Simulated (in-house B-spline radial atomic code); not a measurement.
The outermost shell (largest non-relativistic mean radius) with and without relativity; Dirac values are averaged over j. Computed with a B-spline radial code for spherical atoms: non-relativistic Hartree-Fock and Dirac-Hartree-Fock, averages of the configuration (point nuclei without relativity, finite nuclei with it).

| ion | configuration | outermost shell | radius non-relativistic (bohr) | radius Dirac (bohr) | radius change (%) | level non-relativistic (eV) | level Dirac (eV) | spin-orbit splitting (eV) |
| --- | --- | --- | --- | --- | --- | --- | --- | --- |
| Mg5+ | [He] 2s2 2p3 | 2s | 0.62852 | 0.62704 | -0.23578 | -212.355 | -212.85 | - |
| Al5+ | [He] 2s2 2p4 | 2s | 0.5849 | 0.58326 | -0.28037 | -233.620 | -234.28 | - |
| Si5+ | [He] 2s2 2p5 | 2s | 0.54688 | 0.54508 | -0.32909 | -255.825 | -256.7 | - |
| P5+ | [He] 2s2 2p6 | 2s | 0.51344 | 0.51148 | -0.38198 | -278.973 | -280.1 | - |
| S5+ | [Ne] 3s1 | ? | ? | ? | ? | ? | ? | ? |
| Cl5+ | [Ne] 3s2 | ? | ? | ? | ? | ? | ? | ? |
| Ar5+ | [Ne] 3s2 3p1 | 3p | 1.2913 | 1.29 | -0.10157 | -90.377 | -90.418 | 0.28906 |

Task: Fill in the row of S5+.

Result: outermost shell: 3s; radius non-relativistic (bohr): 1.4296; radius Dirac (bohr): 1.4255; radius change (%): -0.28885; level non-relativistic (eV): -87.377; level Dirac (eV): -87.62.

Task: Fill in the row of Cl5+.

Result: outermost shell: 3s; radius non-relativistic (bohr): 1.3276; radius Dirac (bohr): 1.3232; radius change (%): -0.32636; level non-relativistic (eV): -94.867; level Dirac (eV): -95.165.

Task: Which member changes most?

Result: Phosphorus (P5+): its 2s shell contracts by 0.4 %.
